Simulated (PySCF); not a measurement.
## How methods differ on the excitation energy of S

S [Ne] 3s2 3p4 (3P) → S [Ne] 3s2 3p3 4s1 (5S), as a difference of total energies. Calculation: PySCF 2.14, in aug-cc-pVQZ-DK; scalar relativity by spin-free X2C-1e. Correlated levels: valence: [Ne] frozen. The calculations carry no spin-orbit coupling.

```
           method  excitation energy (eV)
              UHF                   5.932
              LDA                   6.680
              PBE                   6.646
             PBE0                   6.700
           r2SCAN                   6.819
              M06                   6.865
            B97-3                   6.979
        BHandHLYP                   6.852
             PW91                   6.688
    MP2 (valence)                   6.473
SCS-MP2 (valence)                   6.694
```

Errors of the correlated levels include the incompleteness of this basis and the frozen core.

The promoted electron is Rydberg-like, and one or two diffuse shells describe it only roughly, which tends to raise the upper state.

Problem. Which method comes closest to the reference value, and which is furthest?

Solution. The reference is 6.500 eV (measured; NIST levels, between the centres of gravity of the two terms). Closest: MP2 (valence) (error -0.027 eV); furthest: UHF (error -0.568 eV).
